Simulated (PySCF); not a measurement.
Below is a simulated gas-phase Cl 2p photoelectron spectrum of GeMeCl3 (`[CH3][Ge]([Cl])([Cl])[Cl]`).

Every computed line was given a Gaussian of 0.6 eV full width at half maximum and an area set by the number of equivalent atoms (split 2:1 within a doublet); the highest printed point is 100. Method: PySCF 2.14.0, delta-SCF UKS SCAN, pcX-2 on the ionised atom, pcseg-1 elsewhere, spin-free X2C.

binding energy (eV), intensity and a bar:
```
    205.2          0 
    205.3          2 
    205.4          5 #
    205.5         11 ###
    205.6         24 #######
    205.7         43 #############
    205.8         67 ####################
    205.9         88 ##########################
    206.0        100 ##############################
    206.1         97 #############################
    206.2         81 ########################
    206.3         58 #################
    206.4         36 ###########
    206.5         19 ######
    206.6          8 ##
    206.7          3 #
    206.8          1 
    206.9          1 
    207.0          1 
    207.1          4 #
    207.2          8 ##
    207.3         16 #####
    207.4         27 ########
    207.5         39 ############
    207.6         48 ##############
    207.7         50 ###############
    207.8         46 ##############
    207.9         35 ###########
    208.0         24 #######
    208.1         13 ####
    208.2          7 ##
    208.3          3 #
    208.4          1 
    208.5          0
```

Question: Count the maxima, the lines and the sites behind this envelope.

Answer: The curve has 2 maxima (at 206.0 and 207.7 eV). Under it lie 2 lines from 1 inequivalent chlorine site, drawn as a 2p3/2, 2p1/2 pair.

Question: Decompose the envelope and assign each component. Bonds: Ge1–C2, Ge1–Cl6, Ge1–Cl7, Ge1–Cl8. Hydrogens: H3, H4, H5 on C2.

Answer: 
```json
{"position (eV)": "206.03", "relative area": "2.00", "line": "Cl 2p3/2", "atoms": "Cl6/Cl7/Cl8", "environment": "chlorine bonded to Ge"}
{"position (eV)": "207.69", "relative area": "1.00", "line": "Cl 2p1/2", "atoms": "Cl6/Cl7/Cl8", "environment": "chlorine bonded to Ge"}
```

The curve has no shake-up lines and no vibrational structure. The first atom of each set that the bonding makes equivalent was ionised and stands for the set. Spin–orbit coupling isn't in the SCF: each 2p doublet comes from a relaxed spin-free hole plus a matrix of the shell (mean-field spin–orbit coupling and the ground-state 2p splitting), with 2p3/2 averaged over its two sublevels. 2p1/2 minus 2p3/2 (ligand field included): Cl 1.65 eV. Geometry: PBE0-D3(BJ)/def2-SVP; no solvent, vibrations or thermal averaging.

The run took 26 s on an AMD EPYC with one thread, no GPU, shared host with 64 logical CPUs at a one-minute load of 61, and the process peaked at 0.47 GiB of memory.
